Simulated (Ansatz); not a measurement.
Geometry optimisation, RKS PBE0-D4/def2-SVP in Ansatz 0.2.0.

The input (input.yaml):

```yaml
crystal:
  periodic: [false, false, false]
  atoms:
    - { symbol: B, position_ang: [0.0, 0.0, 0.0] }
    - { symbol: F, position_ang: [0.0, 0.0, 1.67] }
    - { symbol: Cl, position_ang: [1.6108, 0.0, -0.93] }
    - { symbol: O, position_ang: [-1.2211, 0.0, -0.705] }
    - { symbol: H, position_ang: [-1.7308, -0.8467, -0.4965] }
    - { symbol: H, position_ang: [0.3178, 1.3778, 0.4698] }
    - { symbol: H, position_ang: [0.2504, 1.0858, 1.3144] }
basis:
  gaussian: { orbitals: def2-SVP }
hamiltonian:
  xc: pbe0
  dispersion: d4
relax:
  f_tol: 0.15
  max_steps: 25
  restrain:
    - { distance: [0, 5], at: 1.19, k: 30.0 }
    - { distance: [6, 1], at: 0.92, k: 30.0 }
    - { distance: [0, 1], at: 2.52, k: 30.0 }
    - { distance: [6, 5], at: 1.86, k: 30.0 }
```

Run as:

```bash
$ ansatz run input.yaml --threads 1 --pin off --max-ram 2048MiB --backend cpu --events-out ev --progress --plain --runs-dir out
```

Q: Where does it end, and by what steps?

A: It converged. The restraints hold the end off the free minimum; the threshold counts their pulls, which the force column leaves out. Restrained pairs: B1–H6 (1.49 → 1.20 Å), F2–H7 (1.17 → 0.92 Å), B1–F2 (1.67 → 2.52 Å), H6–H7 (0.90 → 1.86 Å). After 10 steps the energy has fallen by 2.416 eV (the restraints' own energy left out); B1 moved furthest, 0.57 Å.

| step | energy less start (eV) | largest force component (eV/Å) | accepted |
| --- | --- | --- | --- |
| 0 | 0.0000 | 3.955 | yes |
| 1 | -0.4277 | 4.274 | yes |
| 2 | -1.2808 | 2.926 | yes |
| 3 | -1.7715 | 1.719 | yes |
| 4 | -2.0320 | 0.822 | yes |
| 5 | -2.2034 | 1.726 | yes |
| 6 | -2.3641 | 0.660 | yes |
| 7 | -2.3955 | 0.524 | yes |
| 8 | -2.4069 | 0.399 | yes |
| 9 | -2.4141 | 0.286 | yes |
| 10 | -2.4161 | 0.232 | yes |

```xyz
7
Properties=species:S:1:pos:R:3
B -0.028 0.439 -0.367
F 0.206 0.060 2.117
Cl 1.369 -0.463 -0.959
O -1.281 -0.007 -0.506
H -1.338 -0.892 -0.888
H 0.140 1.538 0.081
H 0.159 0.941 1.844
```

Run time: 32 s on 1 thread of Arm Neoverse V1 (shared host), peak memory 0.16 GiB.
